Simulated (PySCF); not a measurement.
**Working out the ionisation energy of As**

As [Ar] 3d10 4s2 4p3 (4S) → As+ [Ar] 3d10 4s2 4p2 (3P). Calculation: PySCF 2.14, in aug-cc-pwCVTZ-PP with ECP10MDF (8s7p6d4f1g, 96 functions); a scalar-relativistic core potential. Frozen: nothing. Energies in hartree (1 hartree = 27.21139 eV):

| part | As (lower) | As+ (upper) |
| --- | --- | --- |
| UHF | -331.210249 | -330.864506 |
| MP2 opposite-spin | -0.579573 | -0.570615 |
| MP2 same-spin | -0.283677 | -0.270874 |

Problem. What does Hartree-Fock give?

Solution. (-330.864506) − (-331.210249) = 0.345743 hartree = 9.408 eV.

Problem. What do MP2 and SCS-MP2 (6/5 opposite-spin, 1/3 same-spin) give?

Solution. The opposite-spin parts differ by 0.244 eV and the same-spin parts by 0.348 eV. MP2: 9.408 + (0.244) + (0.348) = 10.000 eV. SCS-MP2: 9.408 + 1.2 × (0.244) + (0.348)/3 = 9.817 eV.

Measured between the centres of the two terms (NIST): 10.008 eV, so MP2 (valence and next inner shell) is off by -0.008 eV.

What remains against the reference includes basis incompleteness and correlation beyond second order.
